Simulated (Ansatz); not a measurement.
`FB(F)[SeH]`, relaxed with RKS PBE0-D4/def2-TZVP in Ansatz from a PBE-D4/def2-SVP geometry. The force threshold is 0.005 eV/Å; the program also tests the step.

The species carries charge 0 and has multiplicity 1.

Start:

```xyz
5

F    -1.131    1.371   -0.560
B    -0.342    0.487    0.045
F    -0.124    0.624    1.350
Se    0.450   -0.955   -1.006
H     1.148   -1.527    0.171
```

```json
{"step": "1", "energy (eV)": "-71468.7557", "largest force (eV/Å)": "0.647", "largest move (Å)": "0.000"}
{"step": "2", "energy (eV)": "-71468.7679", "largest force (eV/Å)": "0.246", "largest move (Å)": "0.012"}
{"step": "3", "energy (eV)": "-71468.7692", "largest force (eV/Å)": "0.046", "largest move (Å)": "0.005"}
{"step": "4", "energy (eV)": "-71468.7692", "largest force (eV/Å)": "0.036", "largest move (Å)": "0.004"}
{"step": "5", "energy (eV)": "-71468.7693", "largest force (eV/Å)": "0.005", "largest move (Å)": "0.003"}
{"step": "6", "energy (eV)": "-71468.7693", "largest force (eV/Å)": "0.000", "largest move (Å)": "0.001"}
```

End:

```xyz
5

F    -1.121    1.359   -0.555
B    -0.341    0.486    0.047
F    -0.127    0.624    1.339
Se    0.447   -0.949   -0.995
H     1.142   -1.520    0.164
```

It took 15 s on 2 threads of a server CPU on a shared host, with 0.34 GiB of host memory at the peak.
